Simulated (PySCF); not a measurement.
Spectrum to structure. Method used: TDDFT CAM-B3LYP/def2-SVPD, vertical, gas phase, core orbitals frozen in the response, def2 core potentials past Kr (PySCF). Geometries: PBE0-D3(BJ)/def2-SVP, one conformer each. Atoms past krypton carry core potentials; spin–orbit coupling is left out.

| state | E (eV) | λ (nm) | f |
| --- | --- | --- | --- |
| S1 | 6.97 | 178.0 | 0.077 |
| S2 | 7.22 | 171.7 | 0.078 |
| S3 | 7.39 | 167.9 | 0.026 |
| S4 | 7.50 | 165.3 | 0.019 |
| S5 | 7.71 | 160.9 | 0.078 |
| S6 | 7.87 | 157.5 | 0.218 |
| S7 | 7.91 | 156.7 | 0.015 |
| S8 | 7.92 | 156.6 | 0.058 |
| S9 | 8.02 | 154.7 | 0.060 |
| S10 | 8.14 | 152.3 | 0.104 |

Orbital energies (eV): HOMO-3 -10.51, HOMO-2 -9.51, HOMO-1 -9.16, HOMO -8.68, LUMO 0.93, LUMO+1 1.40, LUMO+2 1.45.

Question: Which structure fits?
A. `C(=C\C(F)=C)/F`
B. `C#CCC(F)F`
C. `[SnH]([CH2]CCC)([CH3])[CH3]`
D. `Cl/C=C1C=C/1Cl`

Answer: C. Its S1, at 6.97 eV, is the highest among the candidates; the nearest of the others has S1 at 6.48 eV. S1 is HOMO→LUMO (83%). Löwdin shares by element: HOMO carbon 49% or more, tin 19% (atoms not listed hold the other 32%); LUMO tin 41%, carbon 14% or more, hydrogen 5% or more (atoms not listed hold the other 39%). At the same level the other candidates give, for their lowest levels:
- `C=C(F)/C=C/F`: 5.90 eV (f 0.684); 6.64 eV (f 0.003); 7.12 eV (f 0.010); 7.43 eV (f 0.014); 7.70 eV (f 0.024); T1 3.19 eV; HOMO -8.28, LUMO -0.04 eV
- `Cl/C=C1C=C/1Cl`: 4.38 eV (f 0.026); 5.26 eV (f 0.000); 5.94 eV (f 0.000); 6.23 eV (f 0.000); 6.54 eV (f 0.000); T1 3.29 eV; HOMO -7.45, LUMO 0.04 eV
- `C#CCC(F)F`: 6.48 eV (f 0.000); 6.79 eV (f 0.002); 6.85 eV (f 0.000); 7.80 eV (f 0.032); 7.88 eV (f 0.056); T1 5.34 eV; HOMO -9.59, LUMO 1.22 eV
Triplets come from the Tamm–Dancoff approximation.
